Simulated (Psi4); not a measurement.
CH4N (SMILES [CH2]N), doublet, geometry from GFN2-xTB. Base run: TPSS/def2-SVP (Psi4).

Input for Psi4:
```
memory 2 GB

molecule mol {
0 2
C     0.119698    0.720717   -0.007638
N    -0.084842   -0.657662    0.006840
H    -0.519385   -1.000904    0.852403
H    -0.528370   -1.017213   -0.827202
H     0.466667    1.157685    0.909412
H     0.456791    1.139761   -0.936660
}

set {
  basis def2-svp
  reference uks
}

energy('tpss')
print_variables()
```

The base run was repeated with changes; each row names its change, and settings that it needs were set with it.

```tsv
change	basis functions	E (Eh)	dipole (D)	core-seconds (rough)
base	48	-95.14348	1.25	10
basis = STO-3G	14	-93.99709	1.27	8
basis = 3-21G	26	-94.68375	1.31	7
basis = 6-31+G*	…	…	1.20	10
basis = cc-pVDZ	48	…	1.25	10
basis = 6-31G**	…	…	1.20	10
basis = def2-SVPD	72	-95.15478	1.11	10
basis = 6-311+G(2d,p)	…	…	…	20
basis = def2-TZVP	86	-95.25479	1.18	10
basis = pcseg-2	116	-95.25597	1.16	20
basis = aug-cc-pVTZ	184	-95.25596	1.14	40
basis = def2-QZVPP	234	-95.26324	1.14	60
basis = def2-QZVP	234	-95.26324	1.14	60
```

Task: Complete the blanks.

Result: 
- basis = 6-31+G*, basis functions: 46
- basis = 6-31+G*, E (Eh): -95.21574
- basis = cc-pVDZ, E (Eh): -95.21682
- basis = 6-31G**, basis functions: 50
- basis = 6-31G**, E (Eh): -95.21563
- basis = 6-311+G(2d,p), basis functions: 78
- basis = 6-311+G(2d,p), E (Eh): -95.24865
- basis = 6-311+G(2d,p), dipole (D): 1.17

Totals compare only among sets that treat the same electrons; sets with core potentials leave the core out.

Open shells are given as the SCF converged; they aren't shown to be the lowest states, and a large step between rows can be another state.
